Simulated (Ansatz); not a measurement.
`O=[CH][Al]([OH])[SiH3]` + `COCOC` → `C[O][Al]([OH])[SiH3]` + `COCC=O`  (formal exchange of groups at the Al–C bond)

Isolated molecules relaxed with PBE0-D4/def2-TZVP in Ansatz; ΔE leaves out vibrations. CCSD(T)/CBS adds triple-zeta CCSD(T) − MP2 to the extrapolated MP2 energy (def2 sets, frozen cores). Functionals use def2-TZVPP. HSE06 is defined as in plane-wave codes. One conformer a species, not always the lowest.

`O=[CH][Al]([OH])[SiH3]`:

Z-matrix (Å, degrees):
```
Si
Al 1 2.442
H 1 1.489 2 111.7
H 1 1.490 2 110.5 3 120.4
H 1 1.490 2 110.5 3 -120.4
C 2 2.025 1 117.3 3 179.5
O 2 1.695 1 120.3 3 -0.6
O 6 1.213 2 114.5 1 0.4
H 6 1.120 2 127.6 1 -179.6
H 7 0.955 2 126.5 1 -179.9
```

`COCOC`:

Cartesian coordinates in Å:
```
C 0.482 -1.519 0.976
O -0.099 -1.163 -0.257
C -1.001 -0.109 -0.154
O -0.412 1.107 0.179
C 0.422 1.617 -0.836
H 1.133 -2.373 0.790
H -0.288 -1.806 1.704
H 1.073 -0.699 1.397
H -1.739 -0.302 0.635
H -1.494 -0.049 -1.133
H 0.793 2.582 -0.493
H -0.138 1.759 -1.770
H 1.269 0.953 -1.036
```

`C[O][Al]([OH])[SiH3]`:

Z-matrix (Å, degrees):
```
C
O 1 1.396
H 1 1.095 2 110.2
H 1 1.098 2 112.6 3 120.6
H 1 1.095 2 110.2 3 -118.9
Al 2 1.686 1 136.1 3 -120.7
Si 6 2.439 2 122.9 1 0.0
O 6 1.691 2 118.8 1 180.0
H 7 1.491 6 111.3 2 -0.5
H 7 1.490 6 111.3 2 119.5
H 7 1.490 6 111.3 2 -120.4
H 8 0.956 6 123.5 2 -0.0
```

`COCC=O`:

Cartesian coordinates in Å:
```
C 1.337 0.644 -0.359
O 0.590 -0.470 -0.779
C -0.764 -0.360 -0.455
C -1.040 -0.628 1.008
O -2.058 -0.327 1.563
H 0.984 1.564 -0.844
H 1.287 0.788 0.729
H 2.374 0.466 -0.642
H -1.188 0.616 -0.730
H -1.301 -1.126 -1.026
H -0.221 -1.168 1.534
```

CCSD(T)/CBS gives -43.4 kcal/mol.

(1) Another level gave -44.2 kcal/mol. Which?
A. BLYP-D4/def2-TZVPP
B. HSE06/def2-TZVPP
C. revPBE-D4/def2-TZVPP
D. PBE-QIDH/def2-TZVPP

Largest T1 diagnostic among the species: 0.016.

## Answers

(1) D. PBE-QIDH -44.2, HSE06 -42.5, revPBE-D4 -40.1, BLYP-D4 -41.4 kcal/mol.

In def2-TZVPP, CCSD(T) changes the Hartree–Fock value by +2.8 kcal/mol (the triples alone add +0.7 kcal/mol) and MP2 by +0.9 kcal/mol. At CCSD(T), def2-SVP lies +1.5 kcal/mol from the extrapolated value and def2-TZVPP +0.5 kcal/mol.
